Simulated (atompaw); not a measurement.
# hafnium: one change to a PAW (atompaw) potential, before and after

- Element: hafnium
- Generator: atompaw 4.2.0.5
- Type: PAW
- Functional: PBE
- Relativity: scalar-relativistic
- Frozen core: [Kr] 4d10 4f14
- Valence charge: 12
- Reference configuration: 5s2 5p6 5d2 6s2 6p0
- Partial waves: 5s (bound): rc 1.60 bohr; 6s (bound): rc 2.95 bohr; 5p (bound): rc 2.20 bohr; 6p (bound, empty): rc 2.20 bohr; 5d (bound): rc 2.90 bohr; 5d channel at 4.2 Ry: rc 2.95 bohr; 5f channel at 0.35 Ry: rc 2.95 bohr; 5f channel at 1.65 Ry: rc 2.95 bohr
- Local potential: troulliermartins scheme with l = 4 at 0 Ry, radius 2.15 bohr
- Core correction: smooth core density matched at 1.50 bohr
- Augmentation charge: sinc compensation charge, radius 2.90 bohr; PAW radius 2.95 bohr; waves and projectors: custom rrkj vanderbiltortho

Change: all radii scaled by about 0.82 (s 1.32, p 1.80, d 2.38, f 2.42 bohr); local potential troulliermartins scheme with l = 4 at 0 Ry, radius 1.76 bohr; augmentation sinc compensation charge, radius 2.38 bohr; PAW radius 2.42 bohr; waves and projectors: custom rrkj vanderbiltortho; core correction smooth core density matched at 1.22 bohr.

Cutoffs: the cutoffs (Ry, on a coarse ladder) from which the occupation-weighted sum of valence levels, in a spherical-Bessel basis at the reference potential, stays within 10 and 1 mRy of its value at 400 Ry; they do not see the model core or the augmentation charge, which bear on the density cutoff.

Problem. What does the change do?

Solution. The potential gets harder (21 Ry and 30 Ry → 25 Ry and 45 Ry); neither file shows a bound ghost. A smaller radius makes the pseudo-wave follow the all-electron one further in, where it bends more sharply, so more plane waves are needed.

```tsv
quantity	base	changed
cutoff, loose	21 Ry	25 Ry
cutoff, tight	30 Ry	45 Ry
loose cutoff by channel (10 mRy a level)	s 18 Ry, p 15 Ry, d 10 Ry	s 18 Ry, p 21 Ry, d 15 Ry
bound ghosts	none	none
lowest overlap eigenvalue by channel	s 0.29, p 0.02, d 0.75, f 1.00	s 0.40, p 0.19, d 0.81, f 1.00
```

 The cutoffs see the waves, projectors and local potential, not the compensation charge or the core.
